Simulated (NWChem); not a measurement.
CH2Cl2O2Si; SMILES Cl[Si]1(Cl)OCO1

```xyz
8

Cl     0.0000     1.6439    -1.1637
Si     0.0000     0.0000     0.0250
Cl     0.0000    -1.6439    -1.1637
O     -1.1033     0.0000     1.2805
C      0.0000     0.0000     2.1846
O      1.1033     0.0000     1.2805
H      0.0000     0.9083     2.8107
H      0.0000    -0.9083     2.8107
```
Atoms are numbered in this order, from 1.

Computed with NWChem. Structure relaxed at the PBE0/def2-SVP level. Vertical excitations in the gas phase; the lowest state need not have the same character in each row.

```csv
level,"lowest excitation, singlet (eV)",orbital gap (eV)
"PBE/def2-SVP, full TDDFT",6.32,6.22
"B3LYP/def2-SVP, full TDDFT",7.25,8.37
"LDA (Slater exchange, VWN5)/def2-SVP, full TDDFT",6.19,6.08
```
